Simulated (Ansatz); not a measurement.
CH9NO2Si2 can be A, `C[SiH2]N[SiH](O)O`, or B, `C[Si](N)(O)O[SiH3]`.

Isolated molecules relaxed with PBE0-D4/def2-TZVP in Ansatz; ΔE leaves out vibrations. CCSD(T)/CBS is the MP2 limit (def2-TZVPP, def2-QZVPP) plus CCSD(T) − MP2 in def2-TZVPP, frozen cores. Functionals use def2-TZVPP. B3LYP here is the variant with VWN-RPA as its local correlation; programs differ in this. One conformer a species, not always the lowest.

A:

```xyz
15

C    -1.357   -2.100   -0.832
Si   -1.025   -0.879    0.540
N     0.512   -0.103    0.359
Si    0.890    1.559    0.271
O     1.778    1.972   -1.053
O     1.850    1.972    1.529
H    -0.592   -2.880   -0.858
H    -2.325   -2.588   -0.685
H    -1.369   -1.604   -1.805
H    -2.048    0.198    0.537
H    -1.097   -1.607    1.839
H     1.317   -0.713    0.430
H    -0.402    2.284    0.276
H     1.387    1.811   -1.913
H     2.480    2.676    1.364
```

B:

```xyz
15

C    -0.297   -0.746   -2.092
Si   -0.409    0.126   -0.467
N     0.237    1.711   -0.355
O    -2.011    0.217   -0.123
O     0.431   -0.762    0.625
Si    0.905   -0.712    2.187
H    -0.812   -0.183   -2.874
H    -0.754   -1.736   -2.030
H     0.746   -0.872   -2.392
H     1.231    1.847   -0.266
H    -0.186    2.470   -0.865
H    -2.252    0.750    0.637
H     1.254   -2.087    2.619
H     2.099    0.164    2.340
H    -0.183   -0.187    3.056
```

**Question.** Which isomer does CCSD(T)/CBS put lower? Give the gap. (Best estimate.)

**Answer.** Computed: B, by 13.2 kcal/mol.

**Question.** Give E(B) − E(A) in kcal/mol with B2PLYP, B3LYP-D4, PBE-D4, ωB97M-V, MP2/def2-TZVPP, CCSD/def2-TZVPP, B3LYP. (An estimate is asked.)

**Answer.** The calculation gave: B2PLYP -13.5, B3LYP-D4 -14.2, PBE-D4 -11.9, ωB97M-V -13.4, MP2/def2-TZVPP -13.1, CCSD/def2-TZVPP -13.7, B3LYP -13.5. None reverses the order clearly.

Largest T1 diagnostic: 0.011.

In def2-TZVPP, CCSD(T) changes the Hartree–Fock value by +2.3 kcal/mol (the triples alone add +0.4 kcal/mol) and MP2 by +2.6 kcal/mol.
